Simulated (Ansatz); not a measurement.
## Strength of the Ag–Ag bond: Ag2 → 2 Ag

Species: Ag2, singlet; Ag atom, doublet. 

Shapes, held fixed at every level: PBE0-D4/def2-TZVP. Programs: Ansatz 0.2.0. The zero-point and thermal change to 298 K, harmonic and unscaled (PBE0-D4/def2-TZVP), is +1.1 kJ/mol.

Question: Estimate ΔH(298 K) of this reaction.

Answer: The highest level, CCSD(T)/def2-TZVPP, gives ΔH(298 K) = +150.9 kJ/mol; the levels span +36.3 to +220.3. The column of differences is taken from that level and isn't an error. Hartree–Fock misses the correlation of the pair that is broken and comes out low. No measured value is set beside it here. Open shells run unrestricted unless RO is named. For atoms past krypton def2 sets carry core potentials with scalar relativity. Correlated rows may include outer-core shells of Ag, which these sets cover unevenly. Times are processor times on shared x86 and Arm servers, and rough.

| level | kind | ΔH(298 K) (kJ/mol) | less CCSD(T)/def2-TZVPP | CPU time (sum over the molecules) |
| --- | --- | --- | --- | --- |
| HF/def2-SVP | Hartree–Fock | +36.3 | -114.6 | – |
| SPW92/def2-TZVPP | LDA | +220.3 | +69.4 | 1.1 s |
| BHLYP-D4/def2-TZVPP | global hybrid | +136.4 | -14.5 | 2.2 s |
| wB97M-V/def2-TZVPP | range-separated hybrid | +164.5 | +13.6 | 7.7 s |
| MP2/def2-SVP | perturbation theory | +159.8 | +8.9 | – |
| CCSD(T)/def2-SVP | coupled cluster or CI | +157.6 | +6.7 | 4 s |
| CCSD(T)/def2-TZVPP | coupled cluster or CI | +150.9 | 0.0 | 13 s |
